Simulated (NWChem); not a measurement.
CH$_{3}$IZn; SMILES [CH3][Zn][I]

```xyz
6

Zn    -0.0279    -1.2600    -0.0008
I      0.0364     1.1848     0.0006
C     -0.0809    -3.1976    -0.0004
H     -0.2122    -3.5821    -1.0235
H     -0.9170    -3.5625     0.6158
H      0.8544    -3.6116     0.4066
```
Atoms are numbered in this order, from 1.

Level: PBE0/def2-SVP with def2 effective core potentials on I (NWChem), optimised geometry, unscaled harmonic frequencies. def2 effective core potentials on I; no spin-orbit coupling.

| frequency (cm⁻¹) | IR intensity (km/mol) |
|---|---|
| 101 | 3.6 |
| 101 | 3.6 |
| 237 | 16.0 |
| 576 | 27.8 |
| 690 | 37.5 |
| 690 | 37.5 |
| 1192 | 0.1 |
| 1425 | 2.9 |
| 1425 | 2.9 |
| 3062 | 7.7 |
| 3174 | 2.1 |
| 3174 | 2.1 |

The zero-point energy is 22.6 kcal/mol. The thermal correction to the enthalpy at 298.15 K (with zero-point energy) comes out as 26.5 kcal/mol and the heat capacity Cv is 14.8 cal/(mol K). The entropy at 298.15 K and 1 atm (symmetry number 3) is 74.4 cal/(mol K).

Rigid rotor and harmonic oscillator.
